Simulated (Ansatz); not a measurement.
Computed with Ansatz on PBE0-D4/def2-TZVP structures; ΔE is electronic, products minus reactants. CCSD(T)/CBS adds triple-zeta CCSD(T) − MP2 to the extrapolated MP2 energy (def2 sets, frozen cores). This one scheme is used for every species. Functionals use def2-TZVPP. For Ga outer-core shells are correlated without core-valence functions, which leaves a few kJ/mol of doubt a bond. Scalar relativity is left out up to krypton. Each species was taken in one conformer, which may not be the lowest.

`[F][Al]1[CH2][GaH]1` + H₂O → `[OH][Al]1[CH2][GaH]1` + H–F  (formal hydrolysis of the Al–F bond)

```tsv
species	RPA@PBE/def2-TZVPP energy (Eh)
`[F][Al]1[CH2][GaH]1`	-2305.37087
H₂O	-76.45633
`[OH][Al]1[CH2][GaH]1`	-2281.34961
H–F	-100.45915
```

Q: Work out ΔE.

A: ΔE = (-2281.34961) + (-100.45915) − (-2305.37087) − (-76.45633) = 0.01844 Eh = +0.50 eV. CCSD(T)/CBS gives +0.51 eV.

Largest T1 diagnostic among the species: 0.015.

In def2-TZVPP, CCSD(T) changes the Hartree–Fock value by −0.06 eV (the triples alone add −0.01 eV) and MP2 by −0.08 eV. Leaving LDA and LC-ωPBE aside and taking each functional with its dispersion term where it has one, the values, not all of them listed here, spread over 0.06 eV, from HSE06-D4 to B97M-V. LDA lies −0.05 eV from PBE without D4.
